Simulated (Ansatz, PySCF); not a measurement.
Caution: the highest occupied level lies above zero, so the state may not be bound. This singlet lies 1.11 eV below the relaxed triplet at the level frozen-core CCSD(T)/aug-cc-pVTZ // PBE0-D3(BJ)/def2-TZVPD (Ansatz, a first-principles code).

Z-matrix (Å, degrees):
```
O
H 1 0.9582
Al 1 1.7896 2 109.38
H 3 1.7023 1 98.05 2 179.99
```
Charge -1, spin multiplicity 1.

What is the computed HOMO and total energy (PySCF 2.14.0 with PBE0-D3(BJ)/def2-TZVPD)?


```json
{
 "HOMO": "0.54 eV",
 "total_energy": "-318.7372 Ha"
}
```
